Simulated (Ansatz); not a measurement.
## The dipole moment down a group: C to Sn

One atom is swapped for its congeners: C3H8 (propane) `CCC`; C2H8Si `CC[SiH3]`; C2H8Ge (ethylgermane) `C[CH2][GeH3]`; C2H8Sn `C[CH2][SnH3]`. All are singlets with charge 0.

Shapes, held fixed at every level: PBE0-D4/def2-TZVP. Programs: Ansatz 0.2.0. Values in D.

```json
{"level": "PBE-D4/def2-TZVPP", "C3H8": "0.09", "C2H8Si": "0.94", "C2H8Ge": "0.88", "C2H8Sn": "1.02"}
{"level": "r2SCAN-D4/def2-TZVPP", "C3H8": "0.09", "C2H8Si": "0.94", "C2H8Ge": "0.88", "C2H8Sn": "1.01"}
{"level": "B3LYP-D4/def2-TZVPP", "C3H8": "0.09", "C2H8Si": "0.89", "C2H8Ge": "0.86", "C2H8Sn": "0.99"}
{"level": "wB97M-V/def2-TZVPP", "C3H8": "0.09", "C2H8Si": "0.89", "C2H8Ge": "0.82", "C2H8Sn": "0.92"}
{"level": "measured", "C3H8": "0.08", "C2H8Si": "–", "C2H8Ge": "–", "C2H8Sn": "–"}
```

At wB97M-V/def2-TZVPP the dipole moment isn't monotonic: it is largest for Sn and smallest for C (0.92 and 0.09 D). Every level shows the same order. Measured values: NIST CCCBDB. The two largest values are nearly level. For atoms past krypton def2 sets carry core potentials with scalar relativity. Relativity is left out for Ge unless named. Magnitudes only: a dipole under 1 D may point either way.
